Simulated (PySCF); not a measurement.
GeHO, SMILES [OH+]=[Ge] (connectivity only; charge and spin as stated), charge +1, multiplicity 1. The structure is a stationary point at PBE0-D3(BJ)/def2-TZVP. The isomer is the one that the SMILES or the coordinates give; other isomers of the formula were not compared.

TDA-PBE/def2-TZVPD (PySCF 2.14.0) puts the lowest singlet excitations at 5.87, 6.05, 6.05, 7.94, 7.94, 8.35 eV.

### Question
What are the lowest excitation roots from ADC(2)/aug-cc-pVDZ (PySCF)? (An estimate is asked for; the answer gives what the named calculation found.)

### Answer
6.21, 6.21, 6.23, 6.91, 7.75, 7.75 eV. S1 differs by 0.34 eV (second minus first; roots are paired by order, and the bases may differ).
